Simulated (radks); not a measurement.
Problem. All-electron atom: Gd IV in [Xe] 4f5 6s2 (not the ground configuration). Method: scalar-relativistic Kohn-Sham, r2SCAN, spin-unpolarised, spherical densities, finite nucleus; meta-GGA in the generalised Kohn-Sham scheme; Fermi nuclear charge, rms radius 5.1569 fm; computed with a radial shooting solver on a logarithmic mesh with Libxc functionals. Some entries of the table are withheld. Estimate them.

| orbital | occ. | eigenvalue (eV) | <r> (bohr) |
|---|---|---|---|
| 1s | 2 | -50220.23 | 0.02191 |
| 2s | 2 | -8356.511 | 0.09327 |
| 2p | 6 | -7438.567 | 0.08238 |
| 3s | 2 | -1902.252 | 0.2440 |
| 3p | 6 | -1616.415 | 0.2427 |
| 3d | 10 | -1238.960 | 0.2212 |
| 4s | 2 | -427.3986 | (1) |
| 4p | 6 | -332.1682 | 0.5816 |
| 4d | 10 | -199.8204 | 0.6284 |
| 5s | 2 | -90.5695 | 1.272 |
| 5p | 6 | -65.1189 | 1.436 |
| 4f | 5 | -55.4435 | 0.7664 |
| 6s | 2 | -27.0827 | (2) |

Solution. 
(1) 4s <r> (bohr): 0.5508
(2) 6s <r> (bohr): 2.904
